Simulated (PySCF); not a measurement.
Two-component Hartree-Fock for Sb(35+) (antimony, charge +35)

Start: [Ne] 3s2 3p4; 3p1/2 filled at m_j = -1/2, +1/2; 3p3/2 filled at m_j = +1/2, +3/2. Calculated with PySCF 2.14 in an uncontracted even-tempered set (19 s from 6.6 bohr⁻², ratio 2.4; 14 p from 8.6 bohr⁻², ratio 2.4; 4 d from 33 bohr⁻², ratio 2.6; 4 f from 49 bohr⁻², ratio 2.6): generalised Hartree-Fock with the X2C-1e Hamiltonian and a Gaussian nucleus; one run each with spin-orbit coupling (SO) switched off, then screened by Boettger's factors.

| spinor shell | electrons | ε, spin-free (eV) | ε, screened SO (eV) | weight of nominal j (screened SO) | rms radius, screened SO (bohr) |
| --- | --- | --- | --- | --- | --- |
| 1s1/2 | 2 | -32606.7 | -32602.0 | 1.000 | 0.0325 |
| 2s1/2 | 2 | -6643.1 | -6641.0 | 1.000 | 0.131 |
| 2p1/2 | 2 | -6161.7 | -6342.3 | 1.000 | 0.113 |
| 2p3/2 | 4 | -6161.7 | -6077.7 | 1.000 | 0.118 |
| 3s1/2 | 2 | -2520.1 | -2519.3 | 1.000 | 0.319 |
| 3p1/2 | 2 | -2371.1 | -2409.7 | 0.992 | 0.306 |
| 3p3/2 | 2 | -2371.1 | -2351.8 | 0.995 | 0.314 |

| quantity | spin-free | screened SO |
| --- | --- | --- |
| E (hartree) | -5494.51322 | -5497.49201 |
| M_J | 2 | 2 |
| ⟨J²⟩ | 6.001 | 6.002 |
| ⟨L²⟩ | 2.001 | 3.078 |
| ⟨S²⟩ | 2.000 | 1.473 |

Each row is a mean over spinors that exchange with the open shell spreads, by up to 26.331 eV (3s1/2).

Breit and QED terms are absent; they matter most for the inner s and p1/2 levels.

Densities and radii are taken from the X2C orbitals without a picture-change correction, which distorts them close to the nucleus.

Without spin-orbit coupling the j labels of p, d and f shells carry no meaning; the spin-free column gives the mean over the occupied spinors of each nl shell.
